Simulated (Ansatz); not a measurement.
Tetramethyltin, C4H12Sn, relaxed with RKS PBE0-D4/def2-TZVP in Ansatz from a PBE-D4/def2-SVP geometry. The force threshold is 0.005 eV/Å; the program also tests the step.

Charge 0, multiplicity 1. Sn takes the def2 core potential.

Start:

```xyz
17

C     1.682    0.946    1.010
Sn    0.002   -0.001   -0.003
C     0.618   -1.940   -0.780
C    -0.666    1.268   -1.643
C    -1.632   -0.275    1.411
H     2.019    0.321    1.859
H     2.529    1.078    0.308
H     1.384    1.940    1.398
H    -0.231   -2.436   -1.290
H     0.963   -2.590    0.048
H     1.446   -1.820   -1.506
H    -1.515    0.794   -2.174
H     0.158    1.433   -2.364
H    -0.998    2.250   -1.253
H    -1.956    0.703    1.817
H    -2.496   -0.756    0.911
H    -1.307   -0.918    2.252
```

```json
{"step": "1", "energy (eV)": "-10172.1483", "largest force (eV/Å)": "0.528", "largest move (Å)": "0.000"}
{"step": "2", "energy (eV)": "-10172.2219", "largest force (eV/Å)": "0.236", "largest move (Å)": "0.052"}
{"step": "3", "energy (eV)": "-10172.2290", "largest force (eV/Å)": "0.030", "largest move (Å)": "0.015"}
{"step": "4", "energy (eV)": "-10172.2293", "largest force (eV/Å)": "0.006", "largest move (Å)": "0.004"}
{"step": "5", "energy (eV)": "-10172.2293", "largest force (eV/Å)": "0.000", "largest move (Å)": "0.002"}
```

End:

```xyz
17

C     1.658    0.933    0.996
Sn    0.000    0.000    0.000
C     0.609   -1.910   -0.769
C    -0.656    1.248   -1.620
C    -1.612   -0.271    1.393
H     1.999    0.313    1.827
H     2.489    1.071    0.302
H     1.366    1.909    1.387
H    -0.224   -2.399   -1.277
H     0.949   -2.556    0.042
H     1.427   -1.789   -1.482
H    -1.495    0.784   -2.140
H     0.154    1.400   -2.334
H    -0.975    2.221   -1.244
H    -1.933    0.692    1.794
H    -2.463   -0.744    0.902
H    -1.294   -0.904    2.223
```

It took 13 s on 2 threads of an AMD EPYC 7R13 on a shared host and a share of an NVIDIA H100 80 GB, with 0.89 GiB of host memory at the peak.
